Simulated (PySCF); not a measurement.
# One molecule, several mistakes: BH4O anion

All numbers below are calculated, not measured. The program is PySCF 2.14.0, an open-source quantum chemistry code, run on an isolated molecule that a program drew, which may never have been made. The molecule is BH4O anion (charge -1, singlet), drawn as the SMILES string `[BH3-]O`.

Each row is a Hartree-Fock (HF) and frozen-core CCSD(T) single point in the aug-cc-pVDZ basis, meant for a local HF minimum. Run 1 is clean. Each other run has one planted mistake out of seven kinds, and not every kind appears here: one electron removed, one electron added, multiplicity raised by two, geometry at a saddle point, minimal basis STO-3G, one bond length entered in bohr, all coordinates scaled. The reference is restricted for singlets and unrestricted otherwise, and also for a bond in bohr. Adding or removing an electron swaps singlet and doublet. Electrons count all cores. HOMO and LUMO are orbital energies over both spins, the gradient is its largest component, and the lowest frequency (negative if imaginary) is given only where the gradient is small. Bond lengths are over the 5 bonds as drawn. T1 is the CCSD diagnostic: over 0.02 (restricted) or 0.045 (unrestricted) a single reference is doubtful.

Geometry of the clean run:
```xyz
6
BH4O anion, angstrom
B    -1.5056    0.9960    0.7695
O    -0.0297    0.6950    0.6736
H    -1.6466    2.1087    1.3135
H    -2.1076    0.1221    1.4549
H    -2.0423    1.0244   -0.3738
H     0.0757   -0.1440    0.2626
```

| run | electrons | basis functions | <S^2> | HOMO (eV) | LUMO (eV) | gradient (hartree/bohr) | lowest frequency (cm^-1) | mean bond (Å) | longest bond (Å) | T1 | HF (hartree) | CCSD(T) (hartree) | mistake |
|---|---|---|---|---|---|---|---|---|---|---|---|---|---|
| 1 | 18 | 82 | 0.000 | -4.28 | 4.20 | 3.3e-05 | 255 | 1.2445 | 1.509 | 0.0134 | -101.89268 | -102.26685 | no fault |
| 2 | 18 | 82 | 2.018 | 0.38 | 3.73 | 4.2e-02 | - | 1.2445 | 1.509 | 0.0672 | -101.77377 | -102.12176 | multiplicity raised by two |
| 3 | 18 | 82 | 0.851 | -4.37 | 4.23 | 1.1e-02 | - | 1.4118 | 1.777 | 0.0625 | -101.77896 | -102.13558 | ? |
| 4 | 18 | 14 | 0.000 | -0.43 | 24.87 | 7.5e-02 | - | 1.2445 | 1.509 | 0.0067 | -100.40807 | -100.51203 | ? |

**Which mistake was planted in run 3, and what did it cost?**

The mean bond changes by a factor of 1.134 and the longest by 1.178, so the molecule wasn't scaled as a whole. A length L in bohr read as angstrom grows by (1/0.5292 - 1) L = 0.890 L. The 5 bonds together grew by 5 x 0.1673 = 0.837 Å, which gives L = 0.940 Å. That is bond O2-H6, 0.940 Å in the clean geometry. So the mistake is: one bond length entered in bohr. Subtracting run 1 and multiplying by 627.51 kcal/mol a hartree, the energy moved by 71.4 kcal/mol in HF and 82.4 kcal/mol in CCSD(T).

**Which mistake was planted in run 4, and what did it cost?**

It has 14 basis functions where the clean run has 82, with the same electrons and geometry. So the mistake is: minimal basis STO-3G. Subtracting run 1 and multiplying by 627.51 kcal/mol a hartree, the energy moved by 931.6 kcal/mol in HF and 1101.2 kcal/mol in CCSD(T).

Cautions from the logs. Run 2: T1 is over the limit, so its CCSD(T) energy is less reliable and the HOMO is above zero, so the electron isn't bound and the energy depends on the basis; run 3: T1 is over the limit, so its CCSD(T) energy is less reliable.
